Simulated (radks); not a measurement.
Species: Ce+. Configuration: [Xe] 4f1 5d2 (the NIST ground configuration). Method: scalar-relativistic Kohn-Sham, PBE, spin-polarised, spherical densities, point nucleus; open shells are filled with parallel spins first (spin-orbit coupling, left out, can overturn this in heavy ions); computed with a radial shooting solver on a logarithmic mesh with Libxc functionals.

Normalised radial functions P(r) = r R(r), r in bohr:

| r | 5d up |
|---|---|
| 0.0008681 | 0.0000 |
| 0.001167 | 0.0000 |
| 0.001569 | 0.0000 |
| 0.00211 | 0.0000 |
| 0.002836 | 0.0000 |
| 0.003813 | 0.0001 |
| 0.005127 | 0.0001 |
| 0.006893 | 0.0003 |
| 0.009268 | 0.0006 |
| 0.01246 | 0.0014 |
| 0.01675 | 0.0031 |
| 0.02252 | 0.0066 |
| 0.03028 | 0.0136 |
| 0.04071 | 0.0270 |
| 0.05474 | 0.0502 |
| 0.07359 | 0.0859 |
| 0.09894 | 0.1315 |
| 0.133 | 0.1717 |
| 0.1788 | 0.1748 |
| 0.2405 | 0.1036 |
| 0.3233 | -0.0484 |
| 0.4346 | -0.2170 |
| 0.5844 | -0.2793 |
| 0.7857 | -0.1456 |
| 1.056 | 0.1443 |
| 1.42 | 0.4479 |
| 1.909 | 0.6239 |
| 2.567 | 0.6179 |
| 3.451 | 0.4740 |
| 4.64 | 0.2817 |
| 6.239 | 0.1238 |
| 8.388 | 0.0355 |

5d up: eigenvalue -7.699 eV, 2 radial nodes at r = 0.298, 0.922 bohr, <r> = 2.81 bohr, 90 % of the charge inside 4.38 bohr.
